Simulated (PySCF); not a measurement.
## Ionisation of 4-bromobenzonitrile

Parent: `N#Cc1ccc(Br)cc1` (C7H4BrN). Non-hydrogen atoms are numbered in `[N:1]#[C:2][c:3]1[cH:4][cH:5][c:6]([Br:7])[cH:8][cH:9]1`. These are map numbers, not IUPAC locants.

These are calculated values, ωB97X-D3(BJ)/ma-def2-SVP in PySCF (grid level 2) at geometries from PBE0-D3(BJ)/def2-SVP. Zero-point and thermal terms (298.15 K, 1 bar) come from unscaled PBE0-D3(BJ)/def2-SVP harmonic frequencies, with soft modes damped to free rotors in the entropy.

Frontier levels of the parent: HOMO -9.82 eV, LUMO -0.08 eV.

Oxidation to the radical cation:
- Vertical ionisation energy (electronic): 9.66 eV
- Adiabatic ionisation energy (with zero-point energy): 9.48 eV
- Adiabatic, electronic part: 9.51 eV
- Vertical gap at the product's structure: 9.37 eV
- Inner reorganisation energy (four-point): 293 meV
- Relaxation of product / of parent: 149 / 144 meV
- ⟨S²⟩ of the product: 0.789
- Largest spin populations: C3 0.34, Br7 0.25, N1 0.23, C6 0.23
- Largest changes of atomic charge: Br7 0.32, N1 0.16, C3 0.14
- Distances that move most (Å): C6–Br7 1.881 → 1.823; C5–C6 1.396 → 1.424; C6–C8 1.396 → 1.424; C3–C9 1.403 → 1.426
- Potential in dichloromethane: 7.49 V absolute (solvation -25 → -215 kJ/mol)

Solvents are IEF-PCM continua (electrostatics only, gas-phase structures); absolute potentials refer to an electron at rest in vacuum.

Measured values (NIST Chemistry WebBook, evaluated or the median of agreeing entries): vertical ionisation energy 9.54 eV (computed 9.66, difference 0.12).

Caveats: ma-def2-SVP is a small basis, whose errors can reach tens of kJ/mol; spin-orbit coupling is left out of the energies, which matters for open shells on the heavier atoms; atoms from Ga to Kr are treated without relativity.
